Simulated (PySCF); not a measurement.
Computed IR spectrum (relative IR intensity) of a molecule C2H5FO2Si. The structure is a stationary point at PBE-D3(BJ)/def2-SVP. Other conformers were not sampled. Level of theory: PBE-D3(BJ)/def2-SVP (PySCF 2.14.0). Frequencies are harmonic and unscaled.

Lines under 2 % of the strongest are left out, and lines within 2 cm⁻¹ are merged.

```json
[
 {"ν (cm⁻¹)": "97", "relative intensity": "6.4"},
 {"ν (cm⁻¹)": "377", "relative intensity": "3.2"},
 {"ν (cm⁻¹)": "665", "relative intensity": "26"},
 {"ν (cm⁻¹)": "745", "relative intensity": "5.7"},
 {"ν (cm⁻¹)": "778", "relative intensity": "23"},
 {"ν (cm⁻¹)": "852", "relative intensity": "15"},
 {"ν (cm⁻¹)": "882", "relative intensity": "100"},
 {"ν (cm⁻¹)": "898", "relative intensity": "4.2"},
 {"ν (cm⁻¹)": "957", "relative intensity": "64"},
 {"ν (cm⁻¹)": "977", "relative intensity": "11"},
 {"ν (cm⁻¹)": "1011", "relative intensity": "2.9"},
 {"ν (cm⁻¹)": "1270", "relative intensity": "48"},
 {"ν (cm⁻¹)": "1348", "relative intensity": "70"},
 {"ν (cm⁻¹)": "1385", "relative intensity": "5.7"},
 {"ν (cm⁻¹)": "1393", "relative intensity": "3.7"},
 {"ν (cm⁻¹)": "1737", "relative intensity": "68"},
 {"ν (cm⁻¹)": "2228", "relative intensity": "15"},
 {"ν (cm⁻¹)": "2252", "relative intensity": "41"}
]
```

### Question
Identify the compound among the candidates.
(A) CC(=O)[Si@H](O)F
(B) CO[Si@@H](F)C=O
(C) CC(=O)O[SiH2]F
(D) O=C[Si@@H](F)CO

### Answer
C, CC(=O)O[SiH2]F
